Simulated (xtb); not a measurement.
H₃Si (SMILES [SiH3]), doublet, from a rough starting geometry.

Here is a job for xtb.
```
$ xtb mol.xyz --gfn 2 --uhf 1 --opt vtight --json

# file mol.xyz
4

Si    -0.02659085     0.00382699     0.31463403
H     -0.02092836     1.42954516    -0.10431906
H      1.22789141    -0.75333927    -0.13110023
H     -1.20527055    -0.72299137    -0.04877873
```

### Question
What does this run give for the dipole moment, total energy at the end of the optimisation?

### Answer

The dipole moment is 0.14 D and the total energy at the end of the optimisation comes out as -3.190289 Ha.
